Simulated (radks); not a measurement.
Task: Species: Tm V. Configuration: [Xe] 4f11. Calculated with a radial shooting solver on a logarithmic mesh with Libxc functionals: Dirac Kohn-Sham, PBE, spin-unpolarised, spherical densities, point nucleus; open shells are shared between the two j in proportion to 2j + 1; speed of light set to 685.18 atomic units (5 times the physical value, a model run). Some entries of the table are withheld. Estimate them.

| orbital | occ. | eigenvalue (Ry) | <r> (bohr) |
|---|---|---|---|
| 1s1/2 | 2 | -4062.988 | 0.02190 |
| 2s1/2 | 2 | -661.5055 | 0.09281 |
| 2p1/2 | 2 | -631.9829 | 0.07855 |
| 2p3/2 | 4 | -629.5301 | 0.07883 |
| 3s1/2 | 2 | -150.8694 | (1) |
| 3p1/2 | 2 | -137.4665 | 0.2275 |
| 3p3/2 | 4 | -136.9547 | 0.2280 |
| 3d3/2 | 4 | -112.0575 | (2) |
| 3d5/2 | 6 | -111.9260 | (3) |
| 4s1/2 | 2 | (4) | 0.5330 |
| 4p1/2 | 2 | (5) | (6) |
| 4p3/2 | 4 | (7) | (8) |
| 4d3/2 | 4 | (9) | 0.5688 |
| 4d5/2 | 6 | (10) | 0.5693 |
| 5s1/2 | 2 | -6.75086 | 1.269 |
| 5p1/2 | 2 | -5.20683 | 1.396 |
| 5p3/2 | 4 | -5.19021 | 1.399 |
| 4f5/2 | 4.71429 | -4.58015 | 0.6880 |
| 4f7/2 | 6.28571 | -4.57587 | 0.6884 |

Result: 
(1) 3s1/2 <r> (bohr): 0.2377
(2) 3d3/2 <r> (bohr): 0.2010
(3) 3d5/2 <r> (bohr): 0.2012
(4) 4s1/2 eigenvalue (Ry): -32.19766
(5) 4p1/2 eigenvalue (Ry): -26.77285
(6) 4p1/2 <r> (bohr): 0.5430
(7) 4p3/2 eigenvalue (Ry): -26.65839
(8) 4p3/2 <r> (bohr): 0.5442
(9) 4d3/2 eigenvalue (Ry): -16.90845
(10) 4d5/2 eigenvalue (Ry): -16.88356
